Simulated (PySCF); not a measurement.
Gas-phase reaction: GeBr2 + 3 F2 ⇌ GeF4 + 2 BrF

Method: PySCF energies plus ideal-gas RRHO corrections (1 bar). † marks an energy on the PBE0/def2-TZVP geometry and frequencies. CCSD(T) freezes the core. All species are closed-shell singlets. B3LYP is the form with VWN-RPA correlation. Br, Ge: all electrons, no relativistic terms. CCSD(T) isn't extrapolated to the basis-set limit; its ΔH°(298 K) is -1186.7 kJ in def2-SVP and -1254.3 kJ in def2-TZVPP. The harmonic model lacks anharmonicity and excited electronic states, which grow with temperature; levels with a mode under 35 cm⁻¹ are left out. Soft modes under 120 cm⁻¹ make the harmonic entropy rough for GeBr2.

ΔH° and ΔS° at 298 K: B3LYP/def2-TZVP† -1208 kJ, -164 J/K; CCSD(T)/def2-TZVPP† -1254 kJ, -164 J/K; HF/def2-TZVP† -1368 kJ, -164 J/K.

With the heat capacities included, give log10 K (1 bar) at 600, 800, 1000, 1800, 2000 K from B3LYP/def2-TZVP†, CCSD(T)/def2-TZVPP†, HF/def2-TZVP†.


```csv
T (K),B3LYP/def2-TZVP†,CCSD(T)/def2-TZVPP†,HF/def2-TZVP†
600,96.7,100.7,110.6
800,70.4,73.5,80.9
1000,54.7,57.1,63.1
1800,26.9,28.3,31.6
2000,23.5,24.7,27.7
```
